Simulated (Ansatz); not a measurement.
`[OH][Mg][O][SiH3]` + H₂ → `[OH][MgH]` + `O[SiH3]`  (hydrogenolysis of a Mg–O bond)

Calculated with Ansatz (gas phase, PBE0-D4/def2-TZVP geometries, no zero-point term in ΔE). CCSD(T)/CBS is the MP2 limit (def2-TZVPP, def2-QZVPP) plus CCSD(T) − MP2 in def2-TZVPP, frozen cores. This one scheme is used for every species. Functionals use def2-TZVPP. For Mg outer-core shells are correlated without core-valence functions, which leaves a few kJ/mol of doubt a bond. Each species was taken in one conformer, which may not be the lowest.

CCSD(T)/CBS gives +1.43 eV.

Task: Another level gave +1.22 eV. Which?
A. PBE0/def2-TZVPP
B. SCS-MP2/def2-TZVPP
C. PBE-QIDH/def2-TZVPP
D. revPBE-D4/def2-TZVPP

Result: A. PBE0 1.22, PBE-QIDH 1.33, revPBE-D4 1.27, SCS-MP2/def2-TZVPP 1.44 eV.

Largest T1 diagnostic among the species: 0.011.

In def2-TZVPP, CCSD(T) changes the Hartree–Fock value by +0.12 eV (the triples alone add +0.02 eV) and MP2 by +0.24 eV. The D4 term adds +0.04 eV with B3LYP and +0.02 eV with PBE0; it sums over pairs of atoms, weighted by their polarisabilities, and B3LYP, whose exchange is more repulsive, gets the larger term.

B3LYP here is the variant with VWN-RPA as its local correlation; programs differ in this.
